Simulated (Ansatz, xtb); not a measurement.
## C6H8OS: which of two isomers lies lower

Structure a: `CC=C=CC(=O)CS`, a singlet. Structure b: `CC=C=C[C@@H](O)C=S`, a singlet. Both are isolated molecules in the gas phase, relaxed with B3LYP/def2-SVP; each stands in its lowest conformer found.

a (Å):

```xyz
16

C    -2.2962   -1.2224   -2.3014
C    -1.6909   -1.4898   -0.9463
C    -1.6530   -0.6461    0.0548
C    -1.6208    0.1987    1.0679
C    -0.5254    1.1721    1.3463
C     0.5917    1.3029    0.3111
O    -0.5656    1.8645    2.3423
S     2.1456    1.9890    0.9815
H    -3.0977   -1.9494   -2.5147
H    -1.5376   -1.3370   -3.0938
H    -2.7188   -0.2100   -2.3665
H    -1.2440   -2.4818   -0.7862
H    -2.4343    0.2232    1.8034
H     0.2010    1.9425   -0.5009
H     0.8166    0.3261   -0.1394
H     1.5206    2.7487    1.9124
```

b (Å):

```xyz
16

C    -0.3169   -1.5568    0.1138
C    -0.2326   -0.4653    1.1507
C     0.4018    0.6756    1.0151
C     1.0244    1.8238    0.8912
C     0.3898    3.1078    0.3531
C     0.9173    3.3342   -1.0459
O     0.6148    4.1743    1.2184
S     1.7605    4.6444   -1.5032
H     0.2244   -1.2883   -0.8048
H    -1.3679   -1.7657   -0.1494
H     0.1077   -2.4977    0.5037
H    -0.7463   -0.6510    2.1053
H     2.0771    1.9278    1.1849
H    -0.6994    2.9185    0.2371
H     1.1122    4.8478    0.7139
H     0.6972    2.5171   -1.7499
```

Q: Which of the two would you expect CCSD(T)/def2-SVP + ΔMP2/def2-TZVPP electronic energies to favour?

A: Structure a; the calculation gives E(b) − E(a) = +59.1 kJ/mol.

Level by level:

| level | geometry | E(b) − E(a) (kJ/mol) | departure from the last row (kJ/mol) | job, with rough time for the two |
| --- | --- | --- | --- | --- |
| B3LYP/def2-SVP | B3LYP/def2-SVP | +75.6 | +16.5 | optimisation, 2.6 min |
| HF/def2-SVP | B3LYP/def2-SVP | +84.5 | +25.3 | part of the CCSD(T) run |
| MP2/def2-SVP | B3LYP/def2-SVP | +72.0 | +12.9 | part of the CCSD(T) run |
| CCSD(T)/def2-SVP | B3LYP/def2-SVP | +71.1 | +12.0 | single point |
| CCSD(T)/def2-SVP + ΔMP2/def2-TZVPP | B3LYP/def2-SVP | +59.1 |  | single point, 1.7 min |

As drawn, b has 1 C–O, 1 C=S, 1 O–H in place of 1 C=O, 1 C–S, 1 S–H.

The levels shown agree on the order. The largest departure from CCSD(T)/def2-SVP + ΔMP2/def2-TZVPP is that of HF/def2-SVP, 25.3 kJ/mol. No reliable frequencies are at hand for b, so it isn't confirmed as a minimum. Levels run at GFN2-xTB geometries aren't shown. The last row adds to CCSD(T) the change of the MP2 difference between the two basis sets, here −12.0 kJ/mol.

The correlated steps freeze 12 core orbitals. Codes used: Ansatz 0.2.0, xtb 6.7.1; the last row on 2 threads of Intel(R) Xeon(R) 6975P-C (Granite Rapids) on a shared host.
